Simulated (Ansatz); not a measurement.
`C=C=[CH][ZnH]` + H₂O → `C=C=CO` + `[ZnH2]` at 700 K and 1 bar (formal hydrolysis of a C–Zn bond).

Calculated with Ansatz (gas phase, PBE0-D4/def2-TZVP geometries, no zero-point term in ΔE). CCSD(T)/CBS is the MP2 limit (def2-TZVPP, def2-QZVPP) plus CCSD(T) − MP2 in def2-TZVPP, frozen cores. This one scheme is used for every species. For Zn outer-core shells are correlated without core-valence functions, which leaves a few kJ/mol of doubt a bond. Scalar relativity is left out up to krypton. Each species was taken in one conformer, which may not be the lowest.

```csv
species,CCSD(T)/CBS energy (Eh),H − E (kJ/mol),S (J/(mol·K))
`C=C=[CH][ZnH]`,-1894.86314,196.5,402.2
H₂O,-76.37941,80.5,218.4
`C=C=CO`,-191.65809,214.7,362.1
`[ZnH2]`,-1779.54550,57.4,237.3
```

H − E and S are ideal-gas, rigid-rotor, harmonic terms from PBE0-D4/def2-TZVP, for one conformer and one mirror image of each species. 1 Eh = 2625.50 kJ/mol, R = 8.31446 J/(mol·K).

Problem. By hand: ΔE, ΔH, ΔS and ΔG.

Solution. ΔE = (-191.65809) + (-1779.54550) − (-1894.86314) − (-76.37941) = 0.03896 Eh = 102.3 kJ/mol. Δ(H − E) = 214.7 + 57.4 − 196.5 − 80.5 = -4.9, so ΔH = 97.4 kJ/mol. ΔS = 362.1 + 237.3 − 402.2 − 218.4 = -21.2 J/(mol·K). ΔG = 97.4 − 700 × (-21.2)/1000 = 112.2 kJ/mol.

Problem. By hand: the equilibrium constant, and the temperature at which ΔG would vanish if ΔH and ΔS stayed fixed.

Solution. log₁₀ K = −ΔG/(RT ln 10) = -8.4. ΔH and −TΔS have one sign here, so there is no such temperature.

ΔH outweighs TΔS. A doubt of 5 kJ/mol in ΔE shifts log₁₀ K by 0.4 here. Other conformers and mirror images would add mixing entropy, several J/(mol·K) or more a flexible species. These are equilibria of isolated gas molecules and say nothing of rates. Largest T1 diagnostic: 0.016 (customary marks: 0.02 for closed shells, 0.045 for open ones).
